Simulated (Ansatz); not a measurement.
Born–Oppenheimer molecular dynamics of AlCl$_{3}$H$_{2}$ (6 atoms, charge 0, multiplicity 1). It starts at the highest image of a converged band. Of that band: Neighbouring images differ by up to 1.4 eV, so the band resolves the path poorly. A vibrational analysis at the climbing image gives one clearly imaginary mode, 1661i cm⁻¹: a first-order saddle point.

The calculation used Ansatz, RHF/6-31G*.

| Item | Value |
| --- | --- |
| ensemble | NVE (velocity Verlet) |
| time step | 0.5 fs |
| steps asked | 200 |
| starting velocities drawn for | 300 K |
| seed | 9911 |

Frames 0.5 fs apart, positions in Å.

Velocities at 35 fs (Å/ps):

```
Al 2.17 15.64 1.40
H 6.45 23.37 23.59
Cl -0.55 -4.16 -0.22
Cl -2.52 -2.34 -2.74
Cl 1.16 -4.72 2.48
H 2.85 -47.17 -44.02
```

```xyz
6
Properties=species:S:1:pos:R:3 time_fs=35 energy_less_start_eV=-0.597 T=1454
Al 0.056 0.020 -0.021
H 0.169 0.890 1.268
Cl 1.969 -0.145 -0.892
Cl -1.793 -0.017 -1.149
Cl -0.001 -2.384 1.182
H -0.395 -2.892 2.236
6
Properties=species:S:1:pos:R:3 time_fs=35.5 energy_less_start_eV=-0.578 T=1419
Al 0.057 0.028 -0.020
H 0.172 0.901 1.280
Cl 1.969 -0.147 -0.892
Cl -1.795 -0.018 -1.150
Cl -0.001 -2.386 1.184
H -0.394 -2.916 2.216
6
Properties=species:S:1:pos:R:3 time_fs=36 energy_less_start_eV=-0.565 T=1394
Al 0.058 0.036 -0.020
H 0.173 0.912 1.292
Cl 1.969 -0.149 -0.892
Cl -1.796 -0.019 -1.151
Cl 0.000 -2.389 1.185
H -0.395 -2.941 2.199
6
Properties=species:S:1:pos:R:3 time_fs=36.5 energy_less_start_eV=-0.562 T=1388
Al 0.059 0.044 -0.019
H 0.174 0.923 1.303
Cl 1.968 -0.151 -0.892
Cl -1.797 -0.020 -1.153
Cl 0.001 -2.391 1.186
H -0.399 -2.967 2.187
6
Properties=species:S:1:pos:R:3 time_fs=37 energy_less_start_eV=-0.568 T=1400
Al 0.060 0.052 -0.018
H 0.175 0.932 1.315
Cl 1.968 -0.153 -0.892
Cl -1.798 -0.021 -1.154
Cl 0.001 -2.393 1.187
H -0.404 -2.994 2.179
6
Properties=species:S:1:pos:R:3 time_fs=37.5 energy_less_start_eV=-0.579 T=1419
Al 0.061 0.061 -0.018
H 0.174 0.941 1.325
Cl 1.968 -0.155 -0.893
Cl -1.799 -0.023 -1.155
Cl 0.002 -2.396 1.187
H -0.411 -3.023 2.174
6
Properties=species:S:1:pos:R:3 time_fs=38 energy_less_start_eV=-0.588 T=1436
Al 0.062 0.069 -0.017
H 0.172 0.948 1.334
Cl 1.967 -0.158 -0.893
Cl -1.800 -0.024 -1.156
Cl 0.003 -2.398 1.188
H -0.419 -3.052 2.172
6
Properties=species:S:1:pos:R:3 time_fs=38.5 energy_less_start_eV=-0.590 T=1440
Al 0.062 0.078 -0.016
H 0.170 0.954 1.341
Cl 1.967 -0.160 -0.893
Cl -1.801 -0.025 -1.157
Cl 0.004 -2.400 1.188
H -0.429 -3.080 2.171
6
Properties=species:S:1:pos:R:3 time_fs=39 energy_less_start_eV=-0.585 T=1431
Al 0.063 0.086 -0.015
H 0.166 0.958 1.347
Cl 1.966 -0.162 -0.893
Cl -1.801 -0.026 -1.159
Cl 0.005 -2.403 1.189
H -0.439 -3.109 2.170
6
Properties=species:S:1:pos:R:3 time_fs=39.5 energy_less_start_eV=-0.575 T=1413
Al 0.064 0.095 -0.015
H 0.162 0.962 1.352
Cl 1.966 -0.164 -0.893
Cl -1.802 -0.028 -1.160
Cl 0.006 -2.405 1.190
H -0.449 -3.135 2.168
6
Properties=species:S:1:pos:R:3 time_fs=40 energy_less_start_eV=-0.565 T=1392
Al 0.064 0.104 -0.014
H 0.157 0.964 1.355
Cl 1.966 -0.167 -0.894
Cl -1.802 -0.029 -1.161
Cl 0.007 -2.408 1.190
H -0.458 -3.160 2.165
6
Properties=species:S:1:pos:R:3 time_fs=40.5 energy_less_start_eV=-0.557 T=1378
Al 0.065 0.113 -0.013
H 0.151 0.964 1.356
Cl 1.965 -0.169 -0.894
Cl -1.803 -0.030 -1.161
Cl 0.008 -2.411 1.191
H -0.467 -3.182 2.159
```

Of the whole run (100 fs, mean temperature of the second half 1648 K): The conserved energy stayed within 0.17 meV per atom of its start (net change 0.1 meV per atom), so the integration is sound. The kinetic energy rose, since the run started high on the potential surface and went downhill. It ends in pieces (AlCl2H + ClH), so much of that is their flight and rotation, not heat. A run of 0.1 ps of so small a system gives no equilibrium averages. The orbitals stay closed-shell, which can raise the energy where a bond breaks towards radicals; this wasn't checked here.

Time of the run: 3.9 min on 1 thread of Intel(R) Xeon(R) 6975P-C (Granite Rapids), on a shared host, peak memory 0.16 GiB.
